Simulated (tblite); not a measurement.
Species: C₅H₁₃FSSi.
Atom-mapped SMILES: `[CH3:1][C@@H:2]([F:3])[S:4][CH2:5][CH2:6][CH2:7][SiH3:8]` (hydrogens: H9, H10, H11 on C1; H12 on C2; H13, H14 on C5; H15, H16 on C6; H17, H18 on C7; H19, H20, H21 on Si8)

Computed geometry: GFN2-xTB, gas phase.

**Question.** What internal coordinates does the optimisation give?

**Answer.** 
```csv
bond,length (pm)
C1–C2,151.3
C2–F3,137.5
C2–S4,182.9
S4–C5,182.6
C5–C6,152.0
C6–C7,152.6
C7–Si8,190.5
"C1–H9, C1–H10, C1–H11",108.7
C2–H12,109.6
C5–H13,109.0
C5–H14,108.9
C6–H15,109.5
C6–H16,109.4
C7–H17,109.2
C7–H18,109.2
"Si8–H19, Si8–H20, Si8–H21",146.4
```

Bonds in one row agree within 1 pm and their mean is given. A selection of angles:
```csv
angle,degrees
C2–C1–H9,109.7
H9–C1–H10,109.1
C1–C2–F3,110.0
C1–C2–S4,110.3
C1–C2–H12,112.4
F3–C2–S4,109.3
F3–C2–H12,106.1
S4–C2–H12,108.6
C2–S4–C5,100.0
S4–C5–C6,114.0
S4–C5–H13,106.7
S4–C5–H14,104.3
C6–C5–H13,111.6
C6–C5–H14,110.7
H13–C5–H14,109.0
C5–C6–C7,113.3
C5–C6–H15,109.4
C5–C6–H16,107.5
C7–C6–H15,109.5
C7–C6–H16,109.7
H15–C6–H16,107.1
C6–C7–Si8,114.9
C6–C7–H17,108.1
C6–C7–H18,108.8
Si8–C7–H17,109.2
Si8–C7–H18,109.2
H17–C7–H18,106.4
C7–Si8–H19,110.8
C7–Si8–H20,108.0
C7–Si8–H21,108.9
H19–Si8–H20,109.5
```

Dihedral angles: C1–C2–S4–C5 176° (antiperiplanar); C2–S4–C5–C6 -77° (synclinal); S4–C5–C6–C7 -56° (synclinal); C5–C6–C7–Si8 -62° (synclinal).

S4 (sulfide sulfur) is bent (angle 100.0°). Of the pairs four or more bonds apart, Si8···H14 is among the closest relative to their van der Waals radii: 2.93 Å, 89 % of the sum of Bondi's values. Si8 (SiH3 silicon) is tetrahedral (angles from 108.0° to 110.8°).

Point group: C1 (no symmetry element, even within 0.4 Å). Its GFN2-xTB frequencies are all real (lowest 20 cm⁻¹). One conformer, not necessarily the lowest. 3 starts were optimised and ended at 0.00, 0.06 and 0.57 kcal/mol (GFN2-xTB); the lowest of these is shown.

Time: 2.6 s. Hardware: an AMD EPYC with one thread, shared host with 64 logical CPUs at a one-minute load of 50. This is the geometry optimisation.
